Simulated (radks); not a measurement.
O3+, 5 electrons, occupied as [He] 2s2 2p1.

All-electron calculation, scalar-relativistic Kohn-Sham, PBE, spin-unpolarised, spherical densities, finite nucleus; Fermi nuclear charge, rms radius 2.6991 fm. Program: a radial shooting solver on a logarithmic mesh with Libxc functionals.

Energy parts (hartree):
| part | energy |
|---|---|
| total | -71.18411 |
| kinetic | 71.16797 |
| electron-nucleus | -157.37267 |
| Hartree | 21.68307 |
| exchange-correlation | -6.66248 |

Orbitals (lengths in bohr, moments of r in powers of bohr):
| orbital | occ. | eigenvalue (hartree) | <r^2> |
|---|---|---|---|
| 1s | 2 | -21.56493 | 0.05349 |
| 2s | 2 | -2.92121 | 1.127 |
| 2p | 1 | -2.38714 | 1.040 |

The highest occupied level is 2p at -64.957 eV. Summed over all electrons, <r^2> = 3.401 bohr^2, which gives a Langevin (diamagnetic) susceptibility term of -2.69 x 10^-6 cm^3/mol. The density falls to 0.001 e/bohr^3 at r = 2.34 bohr.

Run on one thread of a shared host, so times are rough (Arm Neoverse N1): 0.06 s of CPU time, 0.06 s wall, 13 iterations on 2189 mesh points.
